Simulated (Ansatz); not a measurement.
Cl$_{3}$Ge (SMILES [Cl][Ge]([Cl])[Cl]), doublet, at a GFN2-xTB geometry; Ansatz (a first-principles code) with BLYP/6-31G*.

Input for Ansatz:
Ansatz 0.2 input:
```yaml
crystal:
  periodic: [false, false, false]
  atoms:
    - {symbol: Cl, position_ang: [-1.47561963, -1.37868741, -0.28744895]}
    - {symbol: Ge, position_ang: [0.00218824, 0.01532854, 0.53081660]}
    - {symbol: Cl, position_ang: [-0.45053478, 1.95127180, -0.38783493]}
    - {symbol: Cl, position_ang: [1.92203537, -0.60143812, -0.32390030]}
basis:
  gaussian:
    orbitals: 6-31G*
hamiltonian:
  xc: blyp
magnetization: {spin_polarized: true, initial_magnetization: 1}
accuracy: high
```

### Question
Predict the main parts of the log of this Ansatz run.

### Answer

```
Functional definition: BLYP
1728 factors; integrals over basis functions are off by at most 3.9e-9 eV
mean field evaluation 1: about -94079.7264 eV, gradient 1.9e1 eV
mean field evaluation 2: about -94075.3406 eV, gradient 3.7e1 eV
mean field evaluation 4: about -94081.1890 eV, gradient 7.9e-1 eV
mean field evaluation 8: about -94081.1959 eV, gradient 1.7e-2 eV
mean field evaluation 16: about -94081.1959 eV, gradient 1.5e-6 eV
mean field evaluation 32: about -94080.2244 eV, gradient 2.4e0 eV
mean field -94081.19592089 eV, -3457.4201795678 hartree, gradient 5.0e-8 eV, S^2 0.751380; 3 other end points of the search recorded, 0 dependent functions left out
reference -94081.19597064 eV, -3457.4201813960 hartree; 42, 41 occupied and 50, 51 virtual orbitals, 1728 factors
Total energy: -94081.19597064 eV, -3457.4201813960 hartree
```
